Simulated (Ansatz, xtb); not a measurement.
## Isomers of C5H7BF2O in order of energy

10 gas-phase structures of C5H7BF2O, from a drawn sample of its isomers (lower ones may exist). Each was relaxed with GFN2-xTB; where two conformers were screened, the lower at r2SCAN-D4/def2-SVP is listed:

A. `C/C(=C/C=O)CB(F)F`, a singlet
B. a singlet given by its coordinates
C. `CC(=O)/C(C)=C/B(F)F`, a singlet
D. `O=C1CC[C@H](B(F)F)C1`, a singlet
E. `FB(F)/C=C1\CCOC1`, a singlet
F. `O=C1CC[C@@H]1CB(F)F`, a singlet
G. `O=C1CCC[C@@H]1B(F)F`, a singlet
H. `C[C@@H]1CC(=O)[C@@H]1B(F)F`, a singlet
I. `C[C@@H]1C[C@H](B(F)F)C1=O`, a singlet
J. `O=C[C@H]1C[C@H](B(F)F)C1`, a singlet

B (Å):

```
atom    x (Å)    y (Å)    z (Å)
   C  -1.0510   0.0964  -0.8138
   C   0.2838  -0.4311  -1.1824
   C   1.1269   0.2684  -2.0202
   C   2.4961  -0.0069  -2.0338
   C   0.7410  -1.6871  -0.6107
   B   2.3449  -1.5934  -0.1460
   F   2.9104  -2.8242  -0.0458
   F   2.5636  -0.8426   0.9770
   O   3.1042  -0.8273  -1.2982
   H  -1.0572   0.3064   0.2565
   H  -1.8177  -0.6566  -0.9927
   H  -1.2969   1.0058  -1.3556
   H   0.7772   1.1271  -2.5704
   H   3.1395   0.6032  -2.6720
   H   0.0889  -2.0471   0.1813
   H   0.7965  -2.4509  -1.3893
```

Close contacts (Å): C1–C2 1.48, C2–C3 1.38, C2–C5 1.45, C3–C4 1.40, C4–O9 1.26, C5–B6 1.67, B6–F7 1.36, B6–F8 1.37, B6–O9 1.58, C1–H10 1.09, C1–H11 1.09, C1–H12 1.09, C3–H13 1.08, C4–H14 1.09, C5–H15 1.09, C5–H16 1.09.

**Question.** Which do you expect lowest at r2SCAN-D4/def2-SVP, and how would the others follow?

**Answer.** Calculated order at r2SCAN-D4/def2-SVP: G (0.0), D (1.9), B (2.4), C (13.8), I (17.6), H (18.6), F (19.0), A (19.4), E (22.1), J (31.8) kcal/mol. Less than 1 kcal/mol parts D and B; I and H; H and F; F and A, so the order within those pairs means little.

Energies above the lowest of each column, in kcal/mol; the last columns are at PBE0-D3(BJ)/def2-SVP geometries and were run for some of them only (a dash: not run or not comparable):

```tsv
structure	GFN2-xTB	HF/STO-3G	r2SCAN-D4/def2-SVP	PBE0-D3(BJ)/def2-SVP	CCSD(T)/def2-SVP + ΔMP2/def2-TZVPP
G	0.0	0.0	0.0	0.0	0.0
D	1.4	1.4	1.9	1.9	1.4
B	10.8	38.9	2.4	5.5	6.5
C	24.4	41.9	13.8	15.8	–
I	14.8	21.9	17.6	17.2	–
H	14.8	23.1	18.6	18.2	–
F	17.1	22.9	19.0	–	–
A	29.5	48.1	19.4	–	–
E	14.3	17.3	22.1	–	–
J	27.4	32.8	31.8	–	–
```

Every level run on G puts it lowest or level with the lowest. Flexible structures stand in one conformer each, not always the lowest. Frequencies (GFN2-xTB) were run for B, D, G alone. ΔMP2 is the change of the MP2 energy from the smaller to the larger basis.

Over these structures GFN2-xTB departs from r2SCAN-D4/def2-SVP by 5.3 kcal/mol on average once a common shift is removed. A GFN2-xTB relaxation took about 0.14 s and the r2SCAN-D4/def2-SVP energy about 2.4 s on a shared host (Ansatz 0.2.0, xtb 6.7.1).
